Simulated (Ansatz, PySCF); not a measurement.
Gas-phase reaction in SMILES: COC(C)C → C[CH]C + C[O] (the C-O bond at the site shown breaks; other sites are not compared here)
Geometries: B3LYP-D3(BJ)/def2-TZVP minima from Ansatz (a quantum-chemistry and plane-wave program), one conformer each, not searched for the lowest.

Property: bond dissociation energy (0 K, with B3LYP-D3(BJ) harmonic zero-point energies from PySCF), in kcal/mol. Correlated levels leave the core frozen unless marked. UHF or UKS for open shells. Spin-orbit coupling is left out. No relativistic terms. CBS marks a two-point X^-3 extrapolation of the correlation energy; Hartree-Fock from the larger set. [CCSD(T)-MP2]/basis is that difference in the basis named.

```csv
level,program,bond dissociation energy (kcal/mol)
revPBE-D3(BJ)/def2-TZVPD,Ansatz + dftd3,73.6
r2SCAN/def2-TZVPD,Ansatz,72.8
PBE0/6-31G*,Ansatz,78.3
r2SCANh/def2-TZVPD,Ansatz,72.4
HSE06-D4/def2-TZVPD,Ansatz + dftd4,77.4
HSE06/def2-TZVPD,Ansatz,75.6
LC-wPBE/def2-TZVPD,Ansatz,77.3
SCS-MP2/STO-3G,Ansatz,75.7
CCSD/6-31G*,Ansatz,78.1
CCSD/cc-pVDZ,Ansatz,___
"RI-MP2/CBS(cc-pVTZ,cc-pVQZ)+[CCSD(T)-MP2]/cc-pVTZ",Ansatz,___
```

Q: What belongs in the gaps?

A: 
- CCSD/cc-pVDZ, bond dissociation energy (kcal/mol): 77.0
- RI-MP2/CBS(cc-pVTZ,cc-pVQZ)+[CCSD(T)-MP2]/cc-pVTZ, bond dissociation energy (kcal/mol): 85.8
